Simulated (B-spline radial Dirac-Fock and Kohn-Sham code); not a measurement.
**K-line shifts caused by a second vacancy in Tc⁷⁺**

System: the Tc⁷⁺ ion in the configuration [Ar] 3d10 4s2 4p6.

Input of the calculation (task.json; shells as n, l, electrons):

```json
{"items": [{
  "Z": 43,
  "q": 7,
  "cfg": [[1, 0, 2], [2, 0, 2], [2, 1, 6], [3, 0, 2], [3, 1, 6], [3, 2, 10], [4, 0, 2], [4, 1, 6]],
  "A": 97,
  "rrms": 4.4112,
  "do": ["binding", "quiet", "double"]
}]}
```

Launch: `python xray_run.py task.json out`

Model: ΔSCF Dirac-Fock with Breit, self-energy and vacuum polarisation, finite nucleus, configuration average. Program: a radial atomic solver. Each two-hole energy is an average over J within one jj subconfiguration, not an observable level; in light atoms, where LS coupling holds, the j-resolved values are not observed lines, and for a K spectator the Kα1 hypersatellite is nearly forbidden. No correlation.

Lines without a spectator: Kα2 (K-L2) 18248.0 eV, Kα1 (K-L3) 18364.5 eV, Kβ3 (K-M2) 20596.0 eV, Kβ1 (K-M3) 20616.2 eV. Shifts in eV with one spectator hole (a dash: not computed, or left out as unreliable):

| spectator hole | Kα2 | Kα1 | Kβ3 | Kβ1 |
| --- | --- | --- | --- | --- |
| L2 (2p1/2) | +50.7 | +63.3 | – | +137.4 |
| L3 (2p3/2) | +52.2 | +51.5 | +125.5 | – |
| M2 (3p1/2) | – | +6.42 | +15.79 | +19.27 |
| M3 (3p3/2) | +5.04 | – | +17.01 | +16.45 |
| M4 (3d3/2) | +0.46 | -1.65 | – | – |
| M5 (3d5/2) | -1.97 | -0.48 | – | – |

Question: Where does the K-L3 hypersatellite lie, emitted when both K electrons are missing?

Answer: +491.3 eV from the normal line, at 18855.8 eV. Removing both K electrons costs 43014.0 eV, which is 673.3 eV more than twice the K binding energy.

With n spectator holes in 2p, averaged over the 2p shell (energies in eV):

```
n     KαLⁿ   step  hypersatellite KαʰLⁿ
0  18325.6      –               18813.3
1  18380.4  +54.8               18869.5
2  18436.4  +56.0               18926.9
3  18493.7  +57.3               18985.6
4  18552.3  +58.5               19045.5
5  18612.1  +59.8               19106.7
```
